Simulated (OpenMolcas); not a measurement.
What dynamic correlation does to the levels of Cu⁶⁺

```
Program             : OpenMolcas
Basis               : ANO-RCC-VTZP [6s5p3d2f1g]
Scalar Hamiltonian  : DKH2, point nucleus
Active space        : 5 electrons in 10 orbitals (3d 4d)
State averaging     : 2S+1 = 6 even, 1 root; 2S+1 = 4 even, 24 roots; 2S+1 = 2 even, 52 roots
Spin-orbit coupling : state interaction with AMFI integrals over the reference wave functions, term energies averaged over their components
```

Methods on the same reference wave functions:
A. CASSCF
B. SS-CASPT2, IPEA 0.25 Eh, imaginary shift 0.1 Eh (closed shells correlated: 3s 3p)
C. MS-CASPT2, IPEA 0.25 Eh, imaginary shift 0.1 Eh (closed shells correlated: 3s 3p)

Energies in eV above 3d5 6S 5/2, the measured ground level; measured values from the list in Gamrath, thesis, University of Mons (2023).

```json
{"Level": "3d5 6S 5/2", "A": "0.0000", "B": "0.0000", "C": "0.0000", "Measured": "0.0000"}
{"Level": "3d5 4G 5/2", "A": "6.2263", "B": "5.928", "C": "5.928", "Measured": ""}
{"Level": "3d5 4G 7/2", "A": "6.2432", "B": "5.947", "C": "5.947", "Measured": ""}
{"Level": "3d5 4G 11/2", "A": "6.2532", "B": "5.958", "C": "5.958", "Measured": ""}
{"Level": "3d5 4G 9/2", "A": "6.2547", "B": "5.960", "C": "5.960", "Measured": ""}
{"Level": "3d5 4P 5/2", "A": "7.1131", "B": "6.515", "C": "6.515", "Measured": "6.2899"}
{"Level": "3d5 4P 3/2", "A": "7.1455", "B": "6.550", "C": "6.550", "Measured": "6.3315"}
{"Level": "3d5 4P 1/2", "A": "7.1939", "B": "6.601", "C": "6.601", "Measured": "6.3736"}
{"Level": "3d5 4D 7/2", "A": "7.7483", "B": "7.114", "C": "7.114", "Measured": "6.9112"}
{"Level": "3d5 4D 1/2", "A": "7.7850", "B": "7.153", "C": "7.153", "Measured": "6.9691"}
{"Level": "3d5 4D 3/2", "A": "7.8234", "B": "7.194", "C": "7.194", "Measured": "6.9962"}
{"Level": "3d5 4D 5/2", "A": "7.8342", "B": "7.205", "C": "7.205", "Measured": "6.9961"}
{"Level": "3d5 2I 11/2", "A": "8.9020", "B": "8.680", "C": "8.680", "Measured": "8.4008"}
{"Level": "3d5 2I 13/2", "A": "8.9393", "B": "8.722", "C": "8.722", "Measured": "8.4207"}
{"Level": "3d5 2D 5/2 [59 %]", "A": "9.8882", "B": "9.102", "C": "9.105", "Measured": ""}
{"Level": "3d5 2D 3/2", "A": "10.0720", "B": "9.268", "C": "9.268", "Measured": "8.9550"}
{"Level": "3d5 2F 7/2(1)", "A": "10.3142", "B": "9.588", "C": "9.559", "Measured": "9.2254"}
{"Level": "3d5 4F 9/2", "A": "10.3882", "B": "9.697", "C": "9.697", "Measured": "9.4142"}
{"Level": "3d5 4F 5/2", "A": "10.4043", "B": "9.707", "C": "9.698", "Measured": "9.4252"}
{"Level": "3d5 4F 7/2", "A": "10.4245", "B": "9.728", "C": "9.736", "Measured": "9.4661"}
{"Level": "3d5 4F 3/2", "A": "10.5063", "B": "9.794", "C": "9.794", "Measured": "9.5326"}
{"Level": "3d5 2F 5/2(1) [51 %]", "A": "10.6678", "B": "9.908", "C": "9.922", "Measured": ""}
```

Deviations, from unrounded energies. A percentage is the sum of absolute deviations over the sum of measured energies, with the sign that they share, or ± where signs differ.

```tsv
Against measurement	Levels	A	B	C
mean absolute deviation (cm-1)	15	6900	2000	2000
other terms of the ground configuration (%)	15	+10.8	+3.2	+3.2
```

B, C lie about equally close to measurement and A furthest from it. The largest miss of C in the table is 3d5 2F 7/2(1), by +2700 cm-1. The ranking rests on the paired levels alone, and a cruder setting can come out closer through cancelling errors.

Between B and C the level of the table that moves most is 3d5 2F 7/2(1), by 230 cm-1 (lowest in C, highest in B). Moves below CASPT2's spread within the term are not significant.

The mean deviations of B to C differ by less than CASPT2's widest spread within a term (540 cm-1), so their order carries little weight.

From A to B the spin-free energies of the other terms of 3d5 shown, above 6S, scale by factors of 0.92 to 0.98.

The lowest spin-free term lies below A's lowest term by 0.362 hartree in B, 0.362 hartree in C.

CASPT2 breaks the degeneracy within a term, and the mean is taken; among the terms shown or strongly mixed into the levels shown the widest spread is 540 cm-1 (3d5 4F, C). Some levels mix across a computed gap that differs much from the measured one, so their mixing is not that of the real levels. Active for correlation alone: 4d; no level in the range computed is led by a configuration that fills it, so any true level of that kind is missing. Without dynamic correlation excited terms often stand tens of per cent too high (terms of higher spin than the ground term too low), and those without a measured partner can miss by more than the paired ones (holds for A). Computed and measured levels are paired by configuration, term and J; levels that our copy of the source lacks, or whose pairing is in doubt (as where it misses far off the trend of its configuration), stay unpaired and out of the deviations. Only configurations of the active space appear. The table leaves out levels that lie high or whose names do not pair safely across all columns.

A share in square brackets marks a mixed level and gives the weight of the term that names it, the lowest over the columns. A number in round brackets counts repeated terms of one configuration in the order of the reference energies.
